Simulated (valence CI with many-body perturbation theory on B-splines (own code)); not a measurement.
The numbers below are computed, except where a source is named.
# Level structure of In XI

Level of theory: valence CI with perturbative core correlation (CI+MBPT): three valence electrons over a frozen Dirac-Fock core [Kr], radial functions for each j: 7 s, 7 p, 8 d, 6 f, 4 g, 1 h, with the one-electron correlation potential Σ1 (screened to all orders), the two-electron term Σ2, the three-electron term Σ3, Breit, model QED; selected single and double excitations, second order for the rest, scaled by the run's own slope (own B-spline code, finite nucleus).

No measured spectrum was set against this ion. As an estimate, terms of the open shell hold to 2 to 4 % of their energy, and close levels can change places. The list stops below the first excitations out of the core. Only levels of the ground parity were solved; by the run's estimate the other parity begins above the list, which can be wrong where configurations are misplaced.

Levels 1 to 19 of 19, with energies above the lowest level, 4d³ ⁴F_3/2. "Leading %" is the weight of the configuration and term that name the level; weights of strongly mixed levels are sums over their largest components and can fall short, so below about 35 % the name and the second component can differ from the true leading terms, or belong to a minority configuration. In the jj column 3d3/2^4 stands for four electrons in 3d with j = 3/2.

```csv
No.,Configuration,Term,J,E (cm⁻¹),Leading %,g,Leading jj,Second component
1,4d³,⁴F,3/2,0.0,93,0.429,4d3/2^3 (57 %),6 % 4d³ ²D
2,4d³,⁴F,5/2,4717,97,1.032,4d3/2^2 4d5/2 (86 %),
3,4d³,⁴F,7/2,9565,95,1.223,4d3/2 4d5/2^2 (62 %),
4,4d³,⁴F,9/2,13954,85,1.297,4d3/2 4d5/2^2 (47 %),13 % 4d³ ²G
5,4d³,⁴P,3/2,20757,62,1.519,4d3/2^2 4d5/2 (69 %),27 % 4d³ ²P
6,4d³,⁴P,1/2,22239,83,2.338,4d3/2^2 4d5/2 (89 %),16 % 4d³ ²P
7,4d³,²G,7/2,27061,94,0.907,4d3/2 4d5/2^2 (56 %),4 % 4d³ ⁴F
8,4d³,²H,9/2,28038,52,1.029,4d3/2^2 4d5/2 (65 %),36 % 4d³ ²G
9,4d³,⁴P,5/2,28926,95,1.581,4d3/2 4d5/2^2 (64 %),4 % 4d³ ²D
10,4d³,²D,3/2,33729,51,1.148,4d3/2 4d5/2^2 (86 %),30 % 4d³ ⁴P
11,4d³,²P,1/2,35924,83,0.996,4d3/2 4d5/2^2 (89 %),16 % 4d³ ⁴P
12,4d³,²H,11/2,38018,100,1.090,4d3/2 4d5/2^2 (100 %),
13,4d³,²G,9/2,40466,50,1.026,4d5/2^3 (64 %),46 % 4d³ ²H
14,4d³,²D,5/2,41702,94,1.206,4d3/2 4d5/2^2 (62 %),
15,4d³,²P,3/2,46908,58,1.167,4d5/2^3 (86 %),34 % 4d³ ²D
16,4d³,²F,7/2,53042,97,1.137,4d3/2 4d5/2^2 (82 %),
17,4d³,²F,5/2,53505,94,0.877,4d3/2 4d5/2^2 (49 %),6 % 4d³ ²D
18,4d³,²D,5/2,81890,93,1.187,4d5/2^3 (53 %),5 % 4d³ ²F
19,4d³,²D,3/2,82059,99,0.800,4d3/2 4d5/2^2 (86 %),
```

Names give the largest LS component (configuration and term), which can be under half, so a name can repeat, a term be missing and a line seem to break the LS rules; names also repeat where a configuration has a term twice.

The ionisation energy to 4d² ³F2 of the next ion comes out as 202.39 eV (NIST: 201 ± 2.4 eV (theoretical)). All 19 levels together are meant to be complete up to 398560 cm⁻¹.
